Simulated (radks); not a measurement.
Values are calculated unless marked as measured or tabulated.
Initial-state core-level shifts of the lanthanum ion La+ when its valence configuration changes from [Xe] 5d2. Code: a radial shooting solver on a logarithmic mesh with Libxc functionals. Model: scalar-relativistic Kohn-Sham, LDA (Slater exchange, Perdew-Wang correlation), spin-polarised, spherical densities, finite nucleus; open shells are filled with parallel spins first (spin-orbit coupling, left out, can overturn this in heavy ions); Fermi nuclear charge, rms radius 4.855 fm. Shifts are changes of the shell-averaged eigenvalues in eV (positive: less bound); the change of the density at the nucleus, which sets a Mossbauer isomer shift, is in e/bohr^3, on a base of 3.633e+05.

| valence | 2s | 4s | 4p | 4d | density at nucleus |
|---|---|---|---|---|---|
| 4f1 5d1 | +6.404 | +6.877 | +6.694 | +6.329 | -17.62 |
| 4f2 | +9.269 | +10.112 | +9.839 | +9.287 | -26.54 |
| 5d1.5 6p0.5 | -1.606 | -1.585 | -1.584 | -1.583 | +1.20 |
| 5d1 6p1 | -3.243 | -3.192 | -3.190 | -3.188 | +2.58 |
| 5d0.5 6p1.5 | -4.923 | -4.835 | -4.831 | -4.827 | +4.20 |
| 4f1 6s1 | +4.660 | +5.180 | +4.991 | +4.610 | +3.08 |
| 4f0.5 5d1.5 | +3.496 | +3.732 | +3.629 | +3.426 | -9.71 |
| 4f0.5 6s1.5 | +0.371 | +0.687 | +0.581 | +0.369 | +24.91 |
| 5d1 6s1 | -2.180 | -2.127 | -2.126 | -2.127 | +24.02 |
